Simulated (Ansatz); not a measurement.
A nudged elastic band was laid between two geometries of CH6BN + H3P (13 atoms, charge 0, multiplicity 1).

Level of theory: RKS r2SCAN-D4/6-31G* in Ansatz 0.2.0.

```
movable images  : 7
climbing image  : yes
spring          : 5.0 eV/Å²
optimiser       : quadratic models (default)
start path      : through a guess of the saddle point
force threshold : 0.05 eV/Å
iteration limit : 60
end points      : relaxed
```

Initial state:

```xyz
13
Properties=species:S:1:pos:R:3
B 0.153 -0.447 0.226
N 0.219 -0.836 1.569
H -0.596 -0.993 2.145
H 1.092 -1.003 2.053
C 1.449 -0.226 -0.639
H 1.436 -0.875 -1.526
H 1.480 0.801 -1.028
H 2.389 -0.411 -0.101
H -0.949 -0.285 -0.238
P -0.553 3.143 0.723
H -1.844 2.551 0.803
H -0.878 4.162 1.665
H -0.013 2.278 1.715
```

Final state:

```xyz
13
Properties=species:S:1:pos:R:3
B -0.121 0.527 0.125
N -0.097 -0.077 1.671
H 0.038 -1.093 1.676
H 0.668 0.342 2.206
C 1.292 0.133 -0.540
H 1.463 -0.956 -0.571
H 1.332 0.479 -1.580
H 2.161 0.583 -0.031
H -1.089 -0.005 -0.384
P -0.411 2.483 0.230
H -1.474 2.516 1.191
H 0.591 2.796 1.209
H -0.967 0.130 2.165
```

Q: What changes between the two ends?

A: Bonds broken: P10–H13. Bonds formed: B1–P10, N2–H13. CH6BN + H3P becomes CH9BNP.

Q: What energy profile does the band end with?

A: It converged. The highest image is number 5 of 0 to 8, 39.3 kcal/mol above the first end and 37.2 kcal/mol above the last; the last end lies 2.2 kcal/mol above the first. A structure lower than the first end lies on the path between it and the top, so the climb from that side starts below the end, which may itself be a saddle point or a shallow side well. Neighbouring images differ by up to 1.5 eV, so the band resolves the path poorly. A vibrational analysis at the climbing image gives one clearly imaginary mode, 1274i cm⁻¹: a first-order saddle point. The orbitals stay closed-shell, which can raise the energy where a bond breaks towards radicals; this wasn't checked here.

```tsv
image	path coordinate (Å)	energy (kcal/mol)	P10–H13 (Å)	B1–P10 (Å)	N2–H13 (Å)
0	0.00	0.0	1.42	3.69	3.13
1	1.22	-0.1	1.42	3.85	3.06
2	2.44	0.1	1.42	3.98	2.96
3	3.67	0.3	1.42	3.92	2.81
4	4.89	4.7	1.42	3.17	2.28
5	6.11	39.3	1.73	2.30	1.39
6	6.97	8.1	2.50	2.03	1.02
7	7.82	3.5	2.88	1.98	1.02
8	8.68	2.2	3.10	1.98	1.02
```

Q: What is the geometry of the highest image?

A: 
```xyz
13
Properties=species:S:1:pos:R:3
B -0.050 0.145 0.197
N -0.027 -0.288 1.686
H -0.792 -0.834 2.065
H 0.864 -0.478 2.130
C 1.363 0.142 -0.520
H 1.670 -0.906 -0.669
H 1.349 0.623 -1.504
H 2.154 0.622 0.076
H -1.056 -0.184 -0.374
P -0.540 2.383 0.366
H -1.660 2.586 1.226
H 0.405 2.998 1.240
H -0.298 1.050 1.446
```

Time of the run: 3.7 min on 2 threads of Intel(R) Xeon(R) 6975P-C (Granite Rapids) (shared host), peak memory 0.16 GiB.
